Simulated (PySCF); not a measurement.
C₃H₃N₂, SMILES n1[nH][c]cc1, multiplicity 2. Atoms are numbered in the order given.

```xyz
8

C     -1.1829    -0.0862     0.0000
C     -0.5210     1.1229     0.0000
C      0.8409     0.7150     0.0000
N      0.9788    -0.6106     0.0000
N     -0.2878    -1.0887     0.0000
H     -0.9369     2.1262     0.0000
H      1.7299     1.3463     0.0000
H     -0.4521    -2.0876     0.0000
```
Charge 0, spin multiplicity 2.

The structure is a stationary point at B3LYP-D3(BJ)/def2-SVP. The isomer is the one that the SMILES or the coordinates give; other isomers of the formula were not compared.

These are B3LYP/pcH-1 run with PySCF values and carry that method's errors.

Unrestricted Kohn–Sham, ⟨S²⟩ = 0.757. Hyperfine tensors hold the contact and dipolar terms, without spin-orbit corrections.

Computed hyperfine couplings:
```csv
nucleus,A(iso) (MHz),A(iso) (G),dipolar principal values (MHz)
13C no. 1,526.8,188.0,"-76.8, -57.9, 134.6"
13C no. 2,58.8,21.0,"-15.8, -3.0, 18.8"
13C no. 3,66.7,23.8,"-3.7, -2.1, 5.8"
14N no. 4,-7.4,-2.7,"-7.8, -3.9, 11.7"
14N no. 5,13.6,4.8,"-4.2, -1.4, 5.6"
1H no. 6,8.7,3.1,"-6.5, -4.9, 11.4"
1H no. 7,7.3,2.6,"-3.3, -1.8, 5.1"
1H no. 8,4.8,1.7,"-7.0, -5.8, 12.8"
```

Task: And the g tensor (effective nuclear charges for spin-orbit coupling, GIAO)? (An estimate is asked for; the answer gives what the named calculation found.)

Result: principal values 2.0006, 2.0022, 2.0027; isotropic 2.0019.
